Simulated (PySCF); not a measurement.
## In2 and its ions

UHF-CCSD(T); PySCF, scalar-relativistic core potentials, basis sets In def2-SVP with ECP28. Neutral (UHF): triplet (σ ↑, π ↑), Re = 3.055 Å, ωe = 120 cm⁻¹, De = 1.07 eV.

In₂⁺ (UHF): doublet (σ ↑), Re = 3.520 Å, ωe = 76.5 cm⁻¹, De = 1.21 eV to In⁺ + In. The energies at the minima are -378.58424 hartree for In2 and -378.38955 for In₂⁺.

(1) Work out the adiabatic ionisation energy, without and with harmonic zero-point energies (1 hartree = 27.2114 eV, 1 eV = 8065.5 cm⁻¹), and the change of the bond length.

Correlated steps freeze 8 core orbitals. Correlated levels converge slowly with the basis: in double zeta they bind strong bonds too weakly, by up to about 1 eV, and carry superposition errors of some tenths. Spin–orbit coupling is left out, which matters for elements this heavy, above all for dissociation energies. States were picked by a PBE0 search and need not be the measured ground states.

## Answers

(1) At UHF-CCSD(T): 0.19469 hartree = 5.298 eV between the minima; the zero-point term (76.5 − 120.0)/2 cm⁻¹ = -0.003 eV makes it 5.295 eV. Re changes by +46.5 pm against the neutral. The electron leaves a π orbital, and the longer bond of the ion fits a bonding orbital, or a change in how ionic the bond is.
